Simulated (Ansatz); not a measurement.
Ideal-gas functions of `C[S][Ge]([F])([F])[F]` at 298.15 K and 1 bar, from an Ansatz frequency run at PBE0-D4/def2-TZVP.

Molar mass 176.71 g/mol, point group Cs (symmetry number 1), electronic degeneracy 1, moments of inertia 170.201, 330.684, 359.82 u Å². Harmonic wavenumbers (cm⁻¹, unscaled): 30, 109, 125, 173, 201, 236, 253, 274, 455, 711, 726, 744, 762, 980, 993, 1355, 1467, 1477, 3077, 3174, 3181.

Use S(trans) = R[1.5 ln M + 2.5 ln T − 1.1517]; rotational temperatures θ = 24.2544 K / I; S(rot) = R[ln(√π/σ · √(T³/θAθBθC)) + 1.5]; for each mode x = 1.438777 ν̃/T, S = R[x/(eˣ − 1) − ln(1 − e⁻ˣ)] and H = RT x/(eˣ − 1); 1 cm⁻¹ = 0.0119627 kJ/mol; R = 8.31446 J/(mol·K).

**Question.** By hand: the entropy, in J/(mol·K).

**Answer.** Translation 173.4. Rotation: θ = 0.1425, 0.0733, 0.0674 K, giving 118.5. Vibration, mode by mode: 24.39, 13.75, 12.64, 10.05, 8.89, 7.67, 7.15, 6.57, 3.27, 1.23, 1.16, 1.08, 1.01, 0.42, 0.40, 0.09, 0.06, 0.05, 0.00, 0.00, 0.00, in all 99.9. Electronic 0.0. Sum 391.8 J/(mol·K).

**Question.** By hand: H − E and G − E in kJ/mol, counted from the electronic energy.

**Answer.** Zero-point energy ½ × 20503 × 0.0119627 = 122.6; thermal vibration 14.8; translation, rotation and pV give 4 RT = 9.9. H − E = 147.3 kJ/mol, and G − E = 147.3 − 298.15 × 391.8/1000 = 30.5 kJ/mol.

Vibration gives 25 % of the entropy, 50.8 J/(mol·K) of it from the modes under 150 cm⁻¹: soft modes count most, and the harmonic formula is weakest for them. The sum counts one conformer and one mirror image; others add a mixing term.
